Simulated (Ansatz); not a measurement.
`OB(O)[Te]C(F)(F)F` + `O[Si](Cl)(Cl)Cl` → `OB(O)O[Si](Cl)(Cl)Cl` + `FC(F)(F)[TeH]`  (ligand exchange at a B–Te bond)

Calculated with Ansatz (gas phase, PBE0-D4/def2-TZVP geometries, no zero-point term in ΔE). CBS: MP2 limit from def2 TZ/QZ plus the TZ coupled-cluster correction, frozen cores. DFT in def2-TZVPP. def2 core potentials past Kr. For Te outer-core shells are correlated without core-valence functions, which leaves a few kJ/mol of doubt a bond. Each species was taken in one conformer, which may not be the lowest.

CCSD(T)/CBS gives -0.76 eV.

Task: Another level gave -0.74 eV. Which?
A. B2PLYP/def2-TZVPP
B. PBE-D4/def2-TZVPP
C. CCSD/def2-TZVPP
D. PBE0/def2-TZVPP

Result: D. PBE0 -0.74, CCSD/def2-TZVPP -0.86, B2PLYP -0.80, PBE-D4 -0.66 eV.

Largest T1 diagnostic among the species: 0.013.

In def2-TZVPP, CCSD(T) changes the Hartree–Fock value by +0.27 eV (the triples alone add +0.05 eV) and MP2 by +0.35 eV. From PBE to PBE0 (25 % exact exchange), in def2-TZVPP and without D4, ΔE moves by −0.08 eV.
